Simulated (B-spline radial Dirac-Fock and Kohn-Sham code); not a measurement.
Binding energies of In³⁹⁺ at several levels of theory

System: the In³⁹⁺ ion, configuration [He] 2s2 2p6.

The density-functional columns are spherical, spin-unpolarised Dirac-Kohn-Sham results without Breit or QED terms: −ε is minus the orbital energy of the initial state and ΔSCF the difference of two total energies. The reference in the last column comes from Dirac-Fock (average of configuration) total-energy differences with a finite nucleus, the Breit interaction including its frequency dependence, and self-energy and vacuum-polarisation corrections. All numbers are from a B-spline atomic structure program, in eV; a selection of levels is shown. The Kohn-Sham columns are given as differences from the reference. For the 1s level of heavy atoms much of the gap between ΔSCF and the reference is the Breit and QED part, -88.8 eV here; for other levels the error of the functional can be larger.

| level | LDA −ε − DF | LDA ΔSCF − DF | Dirac-Fock |
| --- | --- | --- | --- |
| 1s | -285.1 | +86.2 | 30482.9 |
| 2s | -123.6 | -31.8 | 6605.9 |
| 2p1/2 | -94.3 | +14.7 | 6336.0 |
| 2p3/2 | -96.8 | +7.5 | 6118.4 |

For the outermost level NIST gives 6126 ± 3 eV (semi-empirical); the differences from it are LDA −ε -104.41, LDA ΔSCF -0.08, Dirac-Fock -7.60 eV.

Values without a named source are computed, but for edge energies of neutral atoms, which are taken from tables.
